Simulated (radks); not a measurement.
Values are calculated unless marked as measured or tabulated.
Valence configurations of the platinum ion Pt2+ (all share [Xe]). Code: a radial shooting solver on a logarithmic mesh with Libxc functionals. Model: scalar-relativistic Kohn-Sham, LDA (Slater exchange, Perdew-Wang correlation), spin-polarised, spherical densities, finite nucleus; open shells are filled with parallel spins first (spin-orbit coupling, left out, can overturn this in heavy ions); Fermi nuclear charge, rms radius 5.427 fm. Energies are relative to 4f14 5d8; eigenvalues in eV for spin up.

valence           E (eV)  moment (Bohr magnetons)    e(4f)    e(5d)    e(6p)    e(6s)
4f14 5d8           0.000                        2  -91.678  -26.716        -        -
4f13 5d8 6s1      74.856                        4  -107.44  -31.011        -  -24.835
4f12 5d8 6s2      164.12                        4  -124.14  -35.456        -  -26.222
4f14 5d6 6s2       7.814                        4  -99.277  -32.434        -  -25.731
4f14 5d7 6p1      11.306                        4  -96.957  -31.000  -16.951        -
4f11 5d8 6s2 6p1  276.36                        6  -143.22  -41.816  -19.139  -29.158
4f13.5 5d8 6p0.5  40.040                        3  -100.27  -29.533  -16.005        -
4f13 5d9          70.517                        2  -103.58  -27.945        -        -
4f13 5d8 6p1      83.550                        4  -109.06  -32.417  -17.089        -
4f13 5d7 6s1 6p1  88.766                        6  -113.03  -35.489  -18.158  -27.442

NIST lists [Xe] 4f14 5d8 as the ground configuration; this level of theory agrees among the configurations tried. The energies are those of spherical high-spin densities, not of single terms.
